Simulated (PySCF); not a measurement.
Species: C2H7ClSi2.
SMILES with atom numbers: `[Cl:1][CH:2]1[SiH2:3][CH2:4][SiH2:5]1` (hydrogens: H6 on C2; H7, H8 on Si3; H9, H10 on C4; H11, H12 on Si5)

Method: PySCF 2.14.0, PBE0-D3(BJ)/def2-SVP geometry optimisation, gas phase.

What internal coordinates does the optimisation give?

```tsv
bond	length (Å)
Cl1–C2	1.778
C2–Si3, C2–Si5	1.913
Si3–C4, C4–Si5	1.903
C2–H6	1.104
Si3–H7, Si5–H12	1.492
Si3–H8, Si5–H11	1.495
C4–H9	1.102
C4–H10	1.099
```

Bonds in one row agree within 0.01 Å and their mean is given. A selection of angles:
```tsv
angle	degrees
Cl1–C2–Si3	120.8
Cl1–C2–H6	108.1
Si3–C2–Si5	87.3
Si3–C2–H6	109.0
C2–Si3–C4	89.0
C2–Si3–H7	110.8
C2–Si3–H8	116.5
C4–Si3–H7	111.6
C4–Si3–H8	117.5
H7–Si3–H8	110.0
Si3–C4–Si5	87.9
Si3–C4–H9	111.9
Si3–C4–H10	117.5
H9–C4–H10	108.7
```

Dihedral angles: Cl1–C2–Si3–C4 -144° (anticlinal); C2–Si3–C4–Si5 20° (synperiplanar); Si3–C4–Si5–C2 -20° (synperiplanar); Cl1–C2–Si5–C4 144° (anticlinal).

The 4-membered ring C2–Si3–C4–Si5 has internal angles of 87.3° to 89.0°; it is puckered, 0.16 Å rms from its mean plane, widest ring torsion 20°. Si3 (SiH2 silicon) has angles from 89.0° to 117.5°.

Point group: Cs (tolerance 0.08 Å). Whether it is a minimum is left open (no frequencies). One conformer, not necessarily the lowest.
